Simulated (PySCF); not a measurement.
## Computed spin Hamiltonian

Compound: C2H6ClSi (doublet state).
Atom-mapped SMILES: `[CH3:1][Si:2]([CH3:3])[Cl:4]` (hydrogens: H5, H6, H7 on C1; H8, H9, H10 on C3)

Structure used (GFN2-xTB), in Å, numbered top down from 1:
```xyz
10
C2H6ClSi angstrom
C      1.6023   -0.0411   -0.0250
Si    -0.0846    0.4662   -0.7511
C     -1.5266   -0.4756    0.0643
Cl    -0.3562    2.4780   -0.4126
H      1.6289    0.1644    1.0442
H      1.7911   -1.1003   -0.1664
H      2.4167    0.5088   -0.4866
H     -1.5552   -0.2706    1.1339
H     -1.4244   -1.5477   -0.0692
H     -2.4831   -0.1774   -0.3540
```

Method used: UKS B3LYP, pcH-1 on C Cl H Si, non-relativistic, mean-field spin-orbit, GIAO in PySCF. Geometry: GFN2-xTB; no solvent, vibrations or thermal averaging. The geometry wasn't refined by DFT: couplings that depend on bond lengths, twists or pyramidal angles can differ widely from those at the functional's own minimum, by a factor of two or more for some ions and for spin on atoms past the first row. No stability test was run, so a lower SCF solution isn't excluded.

```
g1, g2, g3                      : 2.00209, 2.00533, 2.00675
g_iso                           : 2.00472
Form of g                       : rhombic: the two nearest values differ by 30 % of g3 − g1
⟨S²⟩                            : 0.7511 (exact 0.7500)
α and β electrons               : 25, 24
HOMO–LUMO gap, α and β orbitals : 6.39, 5.67 eV
Total energy                    : -829.57062 Eh
Basis functions                 : 180
```

Isotropic coupling and dipolar principal values T1 to T3, in MHz:

```json
{"atom": "C1", "isotope": "13C", "a_iso": "50.4", "of which spin–orbit": "0.0", "T1": "-6.3", "T2": "-5.8", "T3": "12.1", "Mulliken spin population": "0.03"}
{"atom": "Si2", "isotope": "29Si", "a_iso": "-625.8", "of which spin–orbit": "0.7", "T1": "-157.2", "T2": "78.1", "T3": "79.2", "Mulliken spin population": "0.85"}
{"atom": "C3", "isotope": "13C", "a_iso": "50.3", "of which spin–orbit": "0.0", "T1": "-6.3", "T2": "-5.8", "T3": "12.1", "Mulliken spin population": "0.03"}
{"atom": "Cl4", "isotope": "35Cl", "a_iso": "20.2", "of which spin–orbit": "0.3", "T1": "-17.6", "T2": "-16.6", "T3": "34.2", "Mulliken spin population": "0.06"}
{"atom": "H5", "isotope": "1H", "a_iso": "49.7", "of which spin–orbit": "0.0", "T1": "-4.6", "T2": "0.0", "T3": "4.6", "Mulliken spin population": "0.02"}
{"atom": "H6", "isotope": "1H", "a_iso": "-3.9", "of which spin–orbit": "0.0", "T1": "-4.9", "T2": "-2.2", "T3": "7.1", "Mulliken spin population": "0.00"}
{"atom": "H7", "isotope": "1H", "a_iso": "0.3", "of which spin–orbit": "0.0", "T1": "-5.1", "T2": "-2.7", "T3": "7.7", "Mulliken spin population": "0.00"}
{"atom": "H8", "isotope": "1H", "a_iso": "49.6", "of which spin–orbit": "0.0", "T1": "-4.6", "T2": "0.0", "T3": "4.6", "Mulliken spin population": "0.02"}
{"atom": "H9", "isotope": "1H", "a_iso": "-4.0", "of which spin–orbit": "0.0", "T1": "-4.9", "T2": "-2.2", "T3": "7.1", "Mulliken spin population": "0.00"}
{"atom": "H10", "isotope": "1H", "a_iso": "0.5", "of which spin–orbit": "0.0", "T1": "-5.1", "T2": "-2.7", "T3": "7.7", "Mulliken spin population": "0.00"}
```

The largest Mulliken spin population is on Si2 (+0.85). The angles at Si2 add up to 328.6°, so it is pyramidal.

Under fast tumbling the dipolar parts average out, and these isotropic splittings remain: 1 × 35Cl (Cl4, I = 3/2, 4 lines) with 0.72 mT and 6 × 1H (H5 (×6), I = 1/2, 7 lines) with 0.55 mT.

Means are taken over nuclei equivalent by connectivity, which assumes that they swap fast. The six 1H nuclei of mean +15.4 MHz run from -4.0 to 49.7 MHz in the frozen geometry.

Main isotope only: 35Cl (natural samples also hold 24 % 37Cl, magnetic too, which adds its own pattern).

The 13C coupling of C1/C3 (mean 50.4 MHz) shows only in satellite lines or after enrichment, since that isotope makes up about 1.07 % of natural carbon.

The 29Si coupling of Si2 (-625.8 MHz) shows only in satellite lines or after enrichment, since that isotope makes up about 4.7 % of natural silicon.
